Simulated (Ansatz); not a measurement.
Match the barriers

Saddle point of CH5ClGe, singlet (CH₅ClGe ([CH3][GeH2][Cl]) → CH₄Ge ([CH2][GeH2]) + HCl; bonds formed: Cl2–H4; bonds broken: Ge1–Cl2, C3–H4), PBE0-D4/def2-TZVP structure:

Ge1  (-0.849, 0.338, 0.512)
Cl2  (1.484, -1.497, 1.067)
C3  (0.171, 0.334, -0.976)
H4  (1.014, -0.661, -0.055)
H5  (-0.575, 1.270, 1.689)
H6  (-1.920, -0.717, 0.772)
H7  (0.820, 1.179, -1.176)
H8  (-0.146, -0.247, -1.834)
(Å)

Ansatz 0.2.0; basis: def2-TZVPP, with def2-QZVPP for the basis limit; cores frozen in the correlated methods. Filled d shells of the heavier atoms are correlated. The def2 sets are not built for correlating such inner shells, so the correlated values are less sure here. Extrapolation: Hartree–Fock as exp(−7.88 √X), correlation as X^−2.97. Four methods, as single points on the PBE0-D4 structures, gave these electronic barriers from the start structure: 2.927, 3.166, 3.502, 3.956 eV.

Question: The methods were, in alphabetical order, BHLYP-D4, HF, PBE-D4, r2SCAN-D4. Which gave which? (Judge from chemistry; the calculation decides.)

Answer: Computed: PBE-D4 2.927; r2SCAN-D4 3.166; BHLYP-D4 3.502; HF 3.956 eV. For comparison, CCSD(T) at an estimated basis limit (MP2 extrapolated from triple and quadruple zeta, plus CCSD(T) − MP2 in triple zeta) gives 3.288 eV.

No T1 diagnostic of these runs exceeds 0.015. The restricted Hartree–Fock reference is unstable towards an unrestricted one at one or more of these structures.

Labels in which every atom is bracketed show which atoms are joined, not bond orders.

For scale, one of the runs: CCSD(T)/def2-TZVPP, 191 basis functions (an equivalent command: `ansatz run in.yaml --threads 4`). The run took 46 s on 4 CPU threads (shared host), with 2 GiB of host memory at its peak.
